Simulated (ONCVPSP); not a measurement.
# Potentials for silicon (Si) compared

Generated with ld1.x 7.5 (TM, RRKJ, ultrasoft, PAW), atompaw 4.2 or ONCVPSP 4.0.1. The cutoff is in Ry: for ld1.x and atompaw files where the sum of valence levels is converged to 10 mRy in a Bessel basis, for ONCV files where the hardest occupied wave has 1 mHa per electron of residual kinetic energy. The error is the largest all-electron minus pseudo excitation energy over each file’s own four to seven test configurations (ionisations up to +4, promotions, holes and added fractions of an electron), all of which were solved. The labels leave out finer settings (local radius, basis sizes, second energies), which also bear on the numbers. Spin-polarised tests are not counted. The rows are a selection from randomly drawn settings: files with unsolved tests, undetermined cutoffs or missed reference levels are left out.

A true bound ghost makes a file unfit for plane-wave use even where its test errors are small: the radial tests pick states by their node count and pass the ghost by.

```tsv
potential	cutoff (Ry)	largest error (meV)	bound ghosts
ONCV, PBEsol, scalar-relativistic, rc 1.95/1.95/1.60 (spd), local smoothed, core correction yes, reference 3s2 3p2, qcut 2.6/3.6/5.3, projectors 3/1/2	57	-85	s
ONCV, PW91, scalar-relativistic, rc 1.90/2.05/1.75 (spd), local smoothed, core correction no, reference 3s2 3p2, qcut 4.1/3.6/6.1, projectors 2/2/1	13	+71	none
ONCV, BLYP, scalar-relativistic, rc 1.00/0.90 (sp), local smoothed, core correction yes, reference 2s2 2p6 3s2, qcut 12/15, projectors 2/2	178	-14	none
```

Q: Fill in the row for Si: ONCV, LDA (Perdew-Wang 92), scalar-relativistic, rc 1.95/2.05 (sp), local smoothed, core correction yes, reference 3s1 3p3, qcut 3.5/4, projectors 2/2.

A: cutoff 14 Ry, largest error +16 meV, bound ghosts: none.

Q: Fill in the row for Si: ONCV, LDA (Perdew-Wang 92), scalar-relativistic, rc 1.45/1.80/1.55 (spd), local smoothed, core correction yes, reference 3s2 3p2, qcut 4.2/4.8/6.4, projectors 2/2/1.

A: cutoff 16 Ry, largest error -190 meV, bound ghosts: s.

Q: Fill in the row for Si: ONCV, LDA (Perdew-Wang 92), scalar-relativistic, rc 1.60/1.35 (sp), local smoothed, core correction no, reference 3s1, qcut 3.2/7, projectors 2/2.

A: cutoff 86 Ry, largest error +563 meV, bound ghosts: none.
